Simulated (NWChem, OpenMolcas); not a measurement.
**Predicting a hybrid from its neighbours: InHF2**

InHF2 has 4 atoms, charge 0, and is taken as a singlet. As SMILES, `[F][InH][F]`. The coordinates come from a PBE0-D4/def2-TZVP relaxation.

The electronic atomisation energy y, in eV, basis def2-TZVP with a core potential; a is the functional's share of exact exchange. Programs: NWChem 7.3.0, OpenMolcas 26.06.

| functional | program | a | y (eV) |
| --- | --- | --- | --- |
| r2SCAN | OpenMolcas | 0 | 11.31 |
| revPBE | OpenMolcas | 0 | 10.90 |
| B3LYP | NWChem | 0.2 | ? |
| PBE0 | OpenMolcas | 0.25 | 10.91 |
| BHLYP | OpenMolcas | 0.5 | 10.33 |

Q: Fit y = c + s·a to the known rows and predict B3LYP.

A: 
1. Means of the 4 rows: a = 0.1875, y = 10.863.
2. Σ(Δa)² = 0.17188, Σ(Δa·Δy) = -0.25438, so the slope is -0.25438/0.17188 = -1.48.
3. Intercept: 10.863 − (-1.48) × 0.1875 = 11.140. The largest residual of the fit is 0.24.
4. B3LYP: 11.140 + (-1.48) × 0.2 = 10.84 eV.

The run gave 10.94 eV, so the prediction is off by -0.10 eV, within the largest residual. The rows mix families of semi-local functionals, which the line can't see. Spin-orbit coupling is left out.
